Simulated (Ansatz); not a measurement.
MoH3, SMILES [MoH3] (connectivity only; charge and spin as stated), neutral, multiplicity 4.

Geometry optimised at B3LYP-D3(BJ)/def2-TZVPD. The geometry has at least one imaginary mode, so it is a saddle point at that level. The multiplicity is an assumed one; other spin states were not compared. The def2 effective core potentials stand for the cores of Mo; spin–orbit coupling is left out.

Two levels are set side by side: PBE/def2-TZVPD (Ansatz, a quantum-chemistry and plane-wave program) and PBE0/def2-TZVPD (Ansatz). Energy differences of separate SCF runs at the same geometry; the states with an electron removed or added have multiplicity 3 and 5. Differences are taken from unrounded values.

| quantity | PBE0 | PBE | PBE minus PBE0 |
|---|---|---|---|
| vertical ionisation energy (eV) | 8.78 | 8.73 | -0.05 |
| vertical electron affinity (eV) | 0.69 | 0.61 | -0.07 |
